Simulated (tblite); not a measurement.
Start geometry of `FC([P@](=S)(C)PCC#C)(F)F` from a force field or distance geometry (Å):
```
atom  x, y, z in Å
C1     2.7746    1.8212   -0.2279
C2     2.4131    0.6832   -0.3386
C3     2.0152   -0.7253   -0.4620
P4     0.8193   -1.0965    0.8738
P5    -1.0514   -0.5407   -0.0697
C6    -2.2152   -0.4782    1.3060
S7    -1.4655   -1.9850   -1.3380
C8    -1.0269    1.1263   -0.6329
F9    -0.6152    1.8821    0.3834
F10   -2.2929    1.4320   -0.9815
F11   -0.2079    1.2001   -1.6853
H12    3.0726    2.8367   -0.1348
H13    2.8760   -1.3702   -0.3514
H14    1.5820   -0.9111   -1.4558
H15    0.6965   -2.4833    0.6422
H16   -1.9022    0.2763    2.0516
H17   -3.2091   -0.2096    0.9550
H18   -2.2718   -1.4517    1.8139
```

**Question.** What comes out of this run: GFN2-xTB geometry optimisation, gas phase (tblite)?

**Answer.** 
```
atom  x, y, z in Å
C1     2.6956    1.5226   -1.1126
C2     2.4485    0.4259   -0.7021
C3     2.1060   -0.8801   -0.1858
P4     0.8794   -0.6869    1.2068
P5    -0.8876   -0.4598   -0.1015
C6    -2.3146   -0.7974    1.0062
S7    -0.9448   -1.2471   -1.8743
C8    -1.0484    1.4360   -0.1427
F9    -0.6322    1.9829    1.0085
F10   -2.3283    1.7956   -0.3041
F11   -0.3508    1.9927   -1.1271
H12    2.9202    2.4731   -1.4939
H13    2.9970   -1.3748    0.2135
H14    1.6644   -1.4942   -0.9821
H15    0.5726   -2.0560    1.2975
H16   -2.1941   -0.2727    1.9539
H17   -3.2329   -0.4807    0.5099
H18   -2.3587   -1.8728    1.1782
```

The energy falls by 74.9 kJ/mol over 130 L-BFGS steps, the largest force on an atom goes from 4.95 to 0.009 eV/Å, and the atoms move by 0.741 Å rms after alignment. The bond that changes most is P5–C8 (ends: phosphorus bonded to 2 C, P and S; CF3 carbon), which lengthens by 0.143 Å. Bonds longer at the end by more than 0.005 Å: 6 of 17; shorter: 8. Among the angles that change most is P4–P5–S7, from 105.9° to 121.5°. Among the dihedrals that turn most is C3–P4–P5–S7, from 75° to 27°. Rotational constants go from 920.4, 691.0, 538.8 to 849.9, 670.8, 578.9 MHz. The orientation of the end geometry is arbitrary; only internal coordinates are fixed.

Its lowest GFN2-xTB frequency is 12 cm⁻¹, too small to tell a flat minimum from a shallow saddle. The numbers are those of one conformer. 3 starts were optimised and ended at 0.00, 0.27 and 0.55 kcal/mol (GFN2-xTB); the lowest of these is shown.

The numbers are calculated, not measured.
